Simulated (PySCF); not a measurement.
**UHF on C (carbon, neutral)**

Configuration: [He] 2s2 2p2, high-spin 3P determinant. Calculation: PySCF 2.14, in aug-cc-pVDZ-DK; the spin-free X2C one-electron Hamiltonian (Gaussian nucleus).

* Total energy: -37.702689 hartree
* One-electron energy: -50.4471 hartree
* Hartree (Coulomb) energy: 17.8188 hartree
* Exchange energy: -5.0743 hartree
* ⟨S²⟩: 2.0096
* ⟨L²⟩: 2.017
* Sum of ⟨r⟩: 7.158 bohr
* Sum of ⟨r²⟩: 13.86 bohr²
* Traceless quadrupole moment −½Σ⟨3z² − r²⟩ along its main axis: 1.49 e·bohr²
* Langevin diamagnetic susceptibility: -11.0 ×10⁻⁶ cm³/mol

| shell | electrons | mean orbital energy (eV) | rms radius, mean of both spins (bohr) |
| --- | --- | --- | --- |
| 1s α | 1 | -309.00 | 0.312 |
| 1s β | 1 | -307.73 | 0.312 |
| 2s α | 1 | -22.610 | 1.76 |
| 2s β | 1 | -15.970 | 1.76 |
| 2p α | 2 | -11.919 | 1.93 |

Spin-orbit constants ζ (cm⁻¹) from the X2C one-electron operator on these orbitals: bare nucleus, nucleus screened by l(l+1)(2l+1)/3 electrons, and screened by the Breit-Pauli mean field of the electrons.

```
shell   bare  screened nucleus  mean field
   2p  56.89             37.93       29.34
```

To first order the Landé constant is A = 14.67 cm⁻¹, so the lowest level has J = 0 and lies 0.00364 eV below the centre of the term. This holds in LS coupling only.
